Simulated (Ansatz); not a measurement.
Relaxation of C3H9FO3Si (17 atoms, charge 0, multiplicity 1), to a largest force component of 0.02 eV/Å in at most 40 steps.

Theory: RHF/STO-3G (Ansatz 0.2.0).

```xyz
17
Properties=species:S:1:pos:R:3
Si 0.000 0.000 0.000
F 0.000 0.000 1.590
O 1.584 0.000 -0.559
C 2.350 -1.163 -0.836
H 1.719 -1.905 -1.367
H 3.218 -0.893 -1.473
H 2.714 -1.602 0.116
O -0.791 1.371 -0.559
C -2.151 1.418 -0.965
H -2.769 0.822 -0.261
H -2.502 2.471 -0.964
H -2.247 0.998 -1.988
O -0.791 -1.371 -0.559
C -1.536 -2.268 0.250
H -1.225 -2.158 1.310
H -2.619 -2.040 0.157
H -1.349 -3.311 -0.083
```

Task: Where does it end, and by what steps?

Result: It converged. The force dipped under the threshold on the way, but the program's further checks kept it going. Limits of this set-up: minimal basis. After 21 steps the energy has fallen by 0.458 eV; H12 moved furthest, 0.95 Å.

```csv
step,energy less start (eV),largest force component (eV/Å),accepted
0,0.0000,1.573,yes
1,-0.3544,0.346,yes
2,-0.3889,0.123,yes
3,-0.3987,0.297,yes
4,-0.4093,0.161,yes
5,-0.4121,0.432,yes
6,-0.4342,0.135,yes
7,-0.4417,0.238,yes
8,-0.4474,0.161,yes
9,-0.4253,0.648,no
10,-0.4519,0.053,yes
11,-0.4536,0.146,yes
12,-0.4550,0.073,yes
13,-0.4565,0.071,yes
14,-0.4570,0.077,yes
15,-0.4574,0.050,yes
16,-0.4576,0.023,yes
17,-0.4577,0.011,yes
18,-0.4578,0.023,yes
19,-0.4579,0.027,yes
20,-0.4580,0.023,yes
21,-0.4580,0.016,yes
```

```xyz
17
Properties=species:S:1:pos:R:3
Si -0.052 -0.060 -0.359
F -0.108 -0.046 1.234
O 1.509 0.018 -0.890
C 2.326 -1.116 -0.614
H 1.933 -2.039 -1.055
H 3.316 -0.940 -1.042
H 2.458 -1.290 0.461
O -0.765 1.298 -0.972
C -2.173 1.409 -0.794
H -2.466 1.438 0.262
H -2.505 2.344 -1.253
H -2.726 0.592 -1.271
O -0.791 -1.440 -0.897
C -1.446 -2.267 0.059
H -0.769 -2.645 0.834
H -2.273 -1.759 0.568
H -1.864 -3.131 -0.465
```

Whether the end is a true minimum wasn't checked by a vibrational analysis.

The run took 38 s on 1 thread of Intel(R) Xeon(R) 6975P-C (Granite Rapids), with other jobs on the host, peak memory 0.17 GiB.
